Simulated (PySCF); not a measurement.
Zn(H)(SeH) (H2SeZn), SMILES [ZnH][SeH].

The structure is a stationary point at PBE0-D3(BJ)/def2-TZVP.

Level of theory: PBE/def2-TZVPD (PySCF).

The molecule is in vacuum.

```json
{
 "total_energy": "-4181.54327 hartree",
 "point_group": "Cs",
 "highest_occupied_level": "-5.92 eV",
 "lowest_empty_level": "-1.64 eV",
 "orbital_gap": "4.28 eV",
 "dipole_moment": "0.85 D",
 "quadrupole, principal values (traceless, Buckingham form, about the centre of nuclear charge)": "-4.96, -0.82, 5.78 D·Å",
 "mean_static_polarisability": "60.3 bohr³ (8.93 Å³)",
 "polarisability_principal_values": "48.8, 50.6, 81.4 bohr³"
}
```
